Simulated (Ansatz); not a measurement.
Computed with Ansatz on PBE0-D4/def2-TZVP structures; ΔE is electronic, products minus reactants. CCSD(T)/CBS adds triple-zeta CCSD(T) − MP2 to the extrapolated MP2 energy (def2 sets, frozen cores). This one scheme is used for every species. Functionals use def2-TZVPP. For Ge, Se outer-core shells are correlated without core-valence functions, which leaves a few kJ/mol of doubt a bond. Scalar relativity is left out up to krypton. One conformer a species, not always the lowest.

Consider the ligand exchange at a B–Se bond: `C[B]([GeH3])[SeH]` + HCl → `C[B](Cl)[GeH3]` + H₂Se.

```
        level  ΔE (kcal/mol)
      PBE0-D4           -1.0
HF/def2-QZVPP           -5.0
```

Task: What does CCSD(T)/CBS give? (An estimate is asked.)

Result: The calculation gave: -0.2 kcal/mol. The listed levels differ from it by -0.8, -4.8 kcal/mol.

Largest T1 diagnostic among the species: 0.012.

The D4 term adds +1.1 kcal/mol with B3LYP and +0.6 kcal/mol with PBE0; it sums over pairs of atoms, weighted by their polarisabilities, and B3LYP, whose exchange is more repulsive, gets the larger term. In def2-TZVPP, CCSD(T) changes the Hartree–Fock value by +4.5 kcal/mol (the triples alone add +0.6 kcal/mol) and MP2 by +5.1 kcal/mol.

B3LYP here is the variant with VWN-RPA as its local correlation; programs differ in this.
